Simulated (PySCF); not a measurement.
## Vibration and rotation of CsSb⁺

UHF-CCSD(T) constants of CsSb⁺, ⁴Σ⁻ (quartet), unpaired electrons σ ↑, π ↑↑ (Cs def2-SVP with ECP46, Sb def2-SVP with ECP28; scalar-relativistic core potentials (PySCF 2.14); masses 132.9054 and 120.9038 u):

- ωe: 32.7 cm⁻¹
- ωexe: 0.387 cm⁻¹
- Be: 0.01425 cm⁻¹
- αe: 0.000155 cm⁻¹
- D (centrifugal): 1.09e-08 cm⁻¹
- De to Cs⁺ + Sb: 0.115 eV

Task: Give the vibrational terms G(v) and spacings up to v = 6.

Result: G(v) = ωe(v+½) − ωexe(v+½)².

| v | G(v) (cm⁻¹) | G(v) − G(v−1) | Bv (cm⁻¹) |
| --- | --- | --- | --- |
| 0 | 16.3 |  | 0.01417 |
| 1 | 48.2 | 31.9 | 0.01402 |
| 2 | 79.3 | 31.2 | 0.01386 |
| 3 | 109.7 | 30.4 | 0.01371 |
| 4 | 139.3 | 29.6 | 0.01355 |
| 5 | 168.1 | 28.8 | 0.01340 |
| 6 | 196.2 | 28.1 | 0.01324 |

Task: How well does the Morse estimate ωe²/(4ωexe) reproduce De, and what is D0?

Result: It gives 0.086 eV, 74 % of the computed De. D0 = De − G(0) = 0.115 − 0.002 = 0.113 eV.

Correlated steps freeze 4 core orbitals. The bond is weak. Basis-set superposition, not corrected here, can be much of De in a small basis, most of all at correlated wavefunction levels. Spin–orbit coupling is left out, which matters for elements this heavy, above all for dissociation energies. For an ion De counts to the pair picked by the measured ionisation energies or electron affinities, which need not be the lowest pair at this level. The state is the lowest determinant that a PBE0 search found; another state may lie lower at other levels.
